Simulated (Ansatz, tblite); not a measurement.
Removing an electron: Si(SH)Cl3 (SiHSCl₃). Total charge 0; singlet. Geometry: PBE0-D4/def2-SVP. Ansatz, gas phase; energy differences of separate SCF runs; the oxidised species was run as a doublet alone.

```xyz
6

Si    0.121   -0.121    0.385
S     0.124    1.311   -1.169
H    -0.655    0.558   -1.978
Cl    1.262    0.664    1.884
Cl    0.912   -1.912   -0.211
Cl   -1.763   -0.499    1.089
```

The xTB rows come from tblite.

Question: Estimate orbital energies and vertical ionisation energies at: GFN1-xTB; GFN2-xTB; PBE-D4/def2-TZVP; r2SCAN-D4/def2-TZVP; PBE0-D4/def2-TZVP.

Answer: 
```json
{"level": "GFN1-xTB", "−HOMO (eV)": "11.56", "vertical IE (eV)": "14.54", "−LUMO (eV)": "4.54", "HOMO–LUMO gap (eV)": "7.02"}
{"level": "GFN2-xTB", "−HOMO (eV)": "11.36", "vertical IE (eV)": "14.31", "−LUMO (eV)": "6.30", "HOMO–LUMO gap (eV)": "5.06"}
{"level": "PBE-D4/def2-TZVP", "−HOMO (eV)": "6.93", "vertical IE (eV)": "9.94", "−LUMO (eV)": "1.69", "HOMO–LUMO gap (eV)": "5.24"}
{"level": "r2SCAN-D4/def2-TZVP", "−HOMO (eV)": "7.25", "vertical IE (eV)": "10.15", "−LUMO (eV)": "1.39", "HOMO–LUMO gap (eV)": "5.87"}
{"level": "PBE0-D4/def2-TZVP", "−HOMO (eV)": "8.22", "vertical IE (eV)": "10.31", "−LUMO (eV)": "0.72", "HOMO–LUMO gap (eV)": "7.50"}
```

Relaxing the oxidised species (PBE0-D4/def2-SVP) changes its energy by -0.39 eV at PBE0-D4/def2-TZVP, so the adiabatic ionisation energy to this nearest minimum is 9.93 eV. At PBE-D4/def2-TZVP it is 9.73 eV.   Raw xTB energy differences between charge states are shifted by several eV; the methods need an empirical correction for them.
